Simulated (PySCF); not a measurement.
This script is equivalent to a calculation on Sn²⁺ (tin, charge +2).

```python
from pyscf import gto, scf, dft, mp, cc
import basis_set_exchange as bse
mol = gto.M(atom="Sn 0 0 0", charge=2, spin=0, symmetry="D2h",
            basis=gto.basis.parse(bse.get_basis("aug-cc-pwCVTZ-DK3", elements=["Sn"], fmt="nwchem", augment_diffuse=1)),
            nucmod="G")
mf = dft.UKS(mol, xc="PBE0").sfx2c1e()
mf.irrep_nelec = {'Ag': (9, 9), 'B1g': (2, 2), 'B2g': (2, 2), 'B3g': (2, 2), 'B1u': (3, 3), 'B2u': (3, 3), 'B3u': (3, 3)}
mf.kernel()
```

(1) What total energy does it give?

(2) Which occupied shell lies highest, and where?

Results:

(1) -6175.15 hartree (calculated).

(2) 5s, at -26.986 eV.
